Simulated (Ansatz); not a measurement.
Consider the substitution at a C–C bond: `CCC(C)C#N` + `N[SiH](F)S` → `CS[SiH](N)F` + `CCCC#N`.

Program: Ansatz. Geometries: PBE0-D4/def2-TZVP. ΔE: electronic, gas phase. CCSD(T)/CBS is the MP2 limit (def2-TZVPP, def2-QZVPP) plus CCSD(T) − MP2 in def2-TZVPP, frozen cores. Functionals use def2-TZVPP. B3LYP here is the variant with VWN-RPA as its local correlation; programs differ in this. Each species was taken in one conformer, which may not be the lowest.

| level | ΔE (kcal/mol) | difference from CCSD(T)/CBS |
| --- | --- | --- |
| PBE-D4 | 3.2 | -1.5 |
| r2SCAN-D4 | 3.9 | -0.8 |
| PBE0-D4 | 3.8 | -0.9 |
| B3LYP-D4 | 3.4 | -1.3 |
| ωB97X-V | 4.3 | -0.4 |
| ωB97M-V | 4.5 | -0.2 |
| B2PLYP | 3.8 | -0.9 |
| PBE | 2.8 | -1.9 |
| r2SCAN | 3.7 | -1.0 |
| PBE0 | 3.4 | -1.3 |
| B3LYP | 2.9 | -1.8 |
| HF/def2-TZVPP | 3.7 | -1.0 |
| MP2/def2-TZVPP | 5.6 | 0.9 |
| SCS-MP2/def2-TZVPP | 5.1 | 0.4 |
| CCSD/def2-TZVPP | 5.4 | 0.7 |
| CCSD(T)/def2-TZVPP | 5.4 | 0.7 |
| HF/def2-QZVPP | 3.7 | -1.0 |
| MP2/def2-QZVPP | 5.2 | 0.5 |
| SCS-MP2/def2-QZVPP | 4.7 | 0.0 |
| HF/CBS(def2) | 3.7 | -1.0 |
| MP2/CBS(def2) | 4.9 | 0.2 |
| CCSD/CBS(def2) | 4.7 | 0.0 |
| CCSD(T)/CBS | 4.7 | 0 |

Largest T1 diagnostic among the species: 0.011.

In def2-TZVPP, CCSD(T) changes the Hartree–Fock value by +1.7 kcal/mol (the triples alone add +0.0 kcal/mol) and MP2 by +1.9 kcal/mol.
